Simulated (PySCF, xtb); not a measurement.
Al(Me)(OMe)(PH2) (C₂H₈AlOP), SMILES C[O][Al]([CH3])[PH2]. One conformer was computed; it need not be the lowest.

Harmonic wavenumbers (cm⁻¹) from GFN2-xTB (xtb 6.7.1) at its own minimum, in rising order: 15, 74, 84, 92, 109, 130, 191, 240, 375, 482, 505, 560, 568, 619, 709, 1128, 1141, 1142, 1204, 1288, 1418, 1452, 1456, 1482, 1483, 2179, 2261, 2937, 2945, 2955, 2957, 2961, 2970.

What does PBE-D3(BJ)/def2-SVP (PySCF) give at its own minimum? (An estimate is asked for; the answer gives what the named calculation found.)

28, 65, 84, 97, 115, 134, 182, 227, 362, 491, 559, 609, 637, 674, 745, 1042, 1137, 1146, 1159, 1198, 1375, 1375, 1418, 1425, 1430, 2302, 2322, 2900, 2968, 2974, 2992, 3059, 3080. Paired by order, the mean absolute difference is 41 cm⁻¹ and the zero-point energies are 57.3 and 57.6 kcal/mol.
